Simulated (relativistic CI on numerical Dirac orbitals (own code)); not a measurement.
Computed by Dirac-Coulomb-Breit CI, orbitals from a KLI potential per configuration, model QED, unscaled Slater integrals (own radial code, finite nucleus).

The strongest absorption lines from the ground level of an ion, among the configurations computed and to levels below about 233 eV (vacuum wavelength in nm, gf): 5.3761 (0.28), 6.3640 (0.083), 6.4238 (0.19), 6.7157 (0.087), 6.7444 (1), 24.108 (0.1), 32.020 (0.087), 37.762 (0.086).

(1) Which ion is it?
A. Cl¹¹⁺
B. P⁹⁺
C. Al⁷⁺
D. Al⁵⁺

Answers

(1) C. Al⁷⁺ has 6 electrons and the ground level 2s²2p² ³P0; the strongest line goes to 2s²2p3d ³D°1. The pattern of lines fixes the number of electrons, and along that sequence the line energies rise steadily with the charge (about as its square where n changes within one kind of shell, about linearly where n is kept but much faster in heavy ions where fine structure, which grows about as Z⁴, sets the gap, and irregularly where shells cross), which fixes Z. Configurations outside the model, such as inner-shell arrays, can give stronger lines. At this charge configurations can still be misplaced by up to about 7 % of their energy.
